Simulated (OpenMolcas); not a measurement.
Ag2+ (d9) among equal point charges was computed by CASSCF with the d shell active (OpenMolcas, ANO-RCC-VDZP on the metal). Its lowest spin-free states, and all those of the highest spin:

| 2S+1 | Degeneracy | E (cm-1) |
| --- | --- | --- |
| 2 | 1 | 0.0 |
| 2 | 1 | 4549 |
| 2 | 2 | 12429 |
| 2 | 1 | 15103 |

**Question.** Is the site octahedral, tetrahedral or cube-like, axial, or of lower symmetry?

**Answer.** The states with 2S+1 = 2 have orbital degeneracies 1, 1, 2, 1. There are pairs but no triples, so the site is axial: not cubic, but with a proper or improper axis of order three or more. The run had Ag2+ among 4 point charges of -1.5 e arranged as a square (D4h), 2.11 Å from the ion.

Point charges carry no covalency, so the field is a model and not that of real ligands. No measured value stands beside these numbers.
